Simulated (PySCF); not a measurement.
## Working with the constants of CBr⁻

UHF-CCSD(T) constants of CBr⁻, ³Σ⁻ (triplet), unpaired electrons π ↑↑ (basis C def2-TZVPPD, Br def2-TZVPPD; no relativity; PySCF 2.14; masses 12.0000 and 78.9183 u):

| Property | Result |
| --- | --- |
| ωe | 413.3 cm⁻¹ |
| ωexe | 3.41 cm⁻¹ |
| Be | 0.38055 cm⁻¹ |
| αe | 0.00484 cm⁻¹ |
| D (centrifugal) | 1.29e-06 cm⁻¹ |
| De to C + Br⁻ | 1.45 eV |

Q: Give the vibrational terms G(v) and spacings up to v = 6.

A: G(v) = ωe(v+½) − ωexe(v+½)².

```
v  G(v) (cm⁻¹)  G(v) − G(v−1)  Bv (cm⁻¹)
0        205.8                    0.3781
1        612.3          406.5     0.3733
2       1011.9          399.7     0.3684
3       1404.8          392.8     0.3636
4       1790.8          386.0     0.3588
5       2170.0          379.2     0.3539
6       2542.4          372.4     0.3491
```

Q: How well does the Morse estimate ωe²/(4ωexe) reproduce De, and what is D0?

A: It gives 1.55 eV, 107 % of the computed De. D0 = De − G(0) = 1.45 − 0.03 = 1.42 eV.

Correlated steps freeze 10 core orbitals. Spin–orbit coupling is left out. For an ion De counts to the pair picked by the measured ionisation energies or electron affinities, which need not be the lowest pair at this level. The state was picked by a PBE0 search and need not be the measured ground state.
